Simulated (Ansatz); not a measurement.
GeH$_{6}$O$_{3}$Si, SMILES `[OH][GeH2][SiH](O)O` at its PBE0-D4/def2-TZVP geometry, where that method's forces vanish. Total charge 0; spin multiplicity 1.

```json
{"atom": "O1", "x (Å)": "0.873", "y (Å)": "1.786", "z (Å)": "-0.252"}
{"atom": "Ge2", "x (Å)": "0.685", "y (Å)": "0.232", "z (Å)": "-1.158"}
{"atom": "Si3", "x (Å)": "-0.379", "y (Å)": "-0.924", "z (Å)": "0.636"}
{"atom": "O4", "x (Å)": "-1.950", "y (Å)": "-1.101", "z (Å)": "0.190"}
{"atom": "O5", "x (Å)": "-0.135", "y (Å)": "0.079", "z (Å)": "1.908"}
{"atom": "H6", "x (Å)": "1.234", "y (Å)": "2.508", "z (Å)": "-0.770"}
{"atom": "H7", "x (Å)": "-0.143", "y (Å)": "0.501", "z (Å)": "-2.431"}
{"atom": "H8", "x (Å)": "2.087", "y (Å)": "-0.254", "z (Å)": "-1.588"}
{"atom": "H9", "x (Å)": "0.178", "y (Å)": "-2.244", "z (Å)": "1.023"}
{"atom": "H10", "x (Å)": "-2.538", "y (Å)": "-1.568", "z (Å)": "0.786"}
{"atom": "H11", "x (Å)": "0.088", "y (Å)": "0.984", "z (Å)": "1.656"}
```

**Question.** For each bond, give half the difference of the two atoms' forces along it (eV/Å; positive pushes the atoms apart) under PBE-D4, r2SCAN-D4, B3LYP-D4, ωB97M-V in def2-TZVPP. (Estimate.)

**Answer.** Computed: 
```
   bond  length (Å)  PBE-D4  r2SCAN-D4  B3LYP-D4  ωB97M-V
 O1–Ge2       1.809    0.37       0.09      0.27     0.13
  O1–H6       0.959    0.37       0.05     -0.04    -0.06
Ge2–Si3       2.384   -0.13      -0.02      0.04    -0.06
 Ge2–H7       1.543    0.04      -0.04     -0.05    -0.08
 Ge2–H8       1.545    0.04      -0.04     -0.05    -0.08
 Si3–O4       1.643    0.26       0.04      0.12     0.13
 Si3–O5       1.638    0.31       0.06      0.11     0.09
 Si3–H9       1.484   -0.02      -0.04     -0.17    -0.18
 O4–H10       0.959    0.33       0.02     -0.02    -0.06
 O5–H11       0.965    0.33      -0.01     -0.03    -0.07
```

B3LYP here is the variant with VWN-RPA as its local correlation; programs differ in this.
